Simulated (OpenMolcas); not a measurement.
**How methods differ on C3H11AlO (SMILES C[Al-](C)(C)[OH2+])**

The species is C3H11AlO (16 atoms), meant as a singlet with charge 0. As SMILES, `C[Al-](C)(C)[OH2+]`. Geometry: relaxed at PBE0-D4/def2-TZVP. This is one conformer, not always the lowest.

Each level gives the vertical energy of the triplet above the singlet (eV). The values are calculated.

| level | kind | program | value (eV) | CPU time (all runs) |
| --- | --- | --- | --- | --- |
| HF/6-31G* (spherical functions) | Hartree–Fock | OpenMolcas | 7.16 | 46 s |
| SVWN5/6-31G* (spherical functions) | LDA | OpenMolcas | -256.71 | 6.2 min |
| BLYP/6-31G* (spherical functions) | GGA | OpenMolcas | 5.62 | 5.5 min |
| r2SCAN/6-31G* (spherical functions) | meta-GGA | OpenMolcas | 6.16 | 8 min |
| PBE0/6-31G* (spherical functions) | global hybrid | OpenMolcas | 6.28 | 4.5 min |

The values span -256.71 to 7.16 eV. Spin contamination of the reference (⟨S²⟩ at least 0.1 too high) touches SVWN5/6-31G*. A triplet this far above the singlet is often a Rydberg-like or dissociative state; sets without diffuse functions put Rydberg states too high. Times are those of the runs behind each value, whatever else they computed, on shared processors of several kinds: orders of magnitude only.
